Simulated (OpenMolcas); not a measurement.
A calculation on Cl II.

| Property | Result |
| --- | --- |
| Program | OpenMolcas 26.06 |
| Method | XMS-RASPT2, IPEA 0.25 Eh, imaginary shift 0.1 Eh (closed shells correlated: 2s 2p) |
| Basis | ANO-RCC-VTZP [5s4p2d1f] |
| Scalar Hamiltonian | DKH2, point nucleus |
| Active space | 6 electrons in 9 orbitals (RAS2 3s 3p; RAS3 3d, at most 2 electrons) |
| State averaging | 2S+1 = 3 even, 3 roots; 2S+1 = 1 even, 6 roots; 2S+1 = 3 odd, 3 roots; 2S+1 = 1 odd, 3 roots |
| Spin-orbit coupling | state interaction with AMFI integrals over the reference wave functions, term energies averaged over their components |

Question: Which level of the active space comes out lowest?

Answer: 3s2 3p4 3P2, with 100 % of that term; it is also the measured ground level.

Question: How high does 3s2 3p4 1D2 lie?

Answer: 12210 cm-1 above the lowest level; measured 11654 cm-1 above the ground level, so the calculation is off by +5 %.

Question: How high does 3s 3p5 3P* 0 lie?

Answer: 96490 cm-1 above the lowest level; measured 94334 cm-1 above the ground level, so the calculation is off by +2 %.

Question: How high does 3s2 3p4 3P1 lie?

Answer: 629 cm-1 above the lowest level; measured 696 cm-1 above the ground level, so the calculation is off by -10 %.

Measured values: NIST Handbook of Basic Atomic Spectroscopic Data.

CASPT2 does not keep the components of a term degenerate, so their means are used; among the terms shown or strongly mixed into the levels shown the widest spread is 230 cm-1 (3s2 3p4 1D). The run also gave levels led by 3s2 3p3 3d, which use shells meant for correlation; these and all levels above them are left out. Some terms mix strongly with configurations of 3d, whose occupation reaches 0.27 (3s 3p5 3P*). Computed and measured levels are paired by configuration, term and J; levels that our copy of the source lacks, or whose pairing is in doubt (as where it misses far off the trend of its configuration), stay unpaired and out of the deviations. Only configurations of the active space appear.

* marks odd parity.
